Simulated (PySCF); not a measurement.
One molecule, one basis, several functionals.

Species: C₂H₅NO₂Si.
SMILES: `O=C/C=N\[SiH2]O`

Torsions of this conformer, `[O:1]=[CH:2]/[CH:3]=[N:4]\[SiH2:5][OH:6]`: O1–C2–C3–N4 3°, C3–N4–Si5–O6 171°, H–O6–Si5–N4 36°.

PySCF, def2-SVPD basis, density fitting, gas phase, PBE0-D3(BJ)/def2-SVP geometry; singlet excitations by full TDDFT with frozen cores, triplets by Tamm–Dancoff TDDFT and ionisation energies by ΔSCF, from the lowest of the holes tried. One functional is left out:

```tsv
functional	exact exchange (%)	HOMO energy (eV)	LUMO energy (eV)	lowest singlet excitation (eV)	lowest triplet excitation (eV)	dipole moment (D)	mean polarisability (au)	vertical ionisation energy (eV)
LDA	0	-6.24	-4.35	2.12	1.70	3.240	70.5	9.28
PBE	0	-6.11	-4.09	2.23	1.74	3.186	69.4	9.13
PBE0	25	-7.53	-3.07	2.63	2.06	3.443	65.0	9.55
BHandHLYP	50	-8.92	-1.92	2.98	2.40	3.689	62.1	9.67
```

Task: Predict the row of B3LYP (20 % exact exchange) by straight lines through the other rows, and check it.

Result: 
```tsv
property	line	computed	computed − line	PBE0 (25 %), for comparison
HOMO energy (eV)	-7.27	-7.32	-0.05	-7.53
LUMO energy (eV)	-3.30	-3.30	0.00	-3.07
lowest singlet excitation (eV)	2.51	2.58	+0.07	2.63
lowest triplet excitation (eV)	1.99	2.07	+0.08	2.06
dipole moment (D)	3.401	3.427	+0.026	3.443
mean polarisability (au)	66.5	65.8	-0.7	65.0
vertical ionisation energy (eV)	9.42	9.56	+0.14	9.55
```
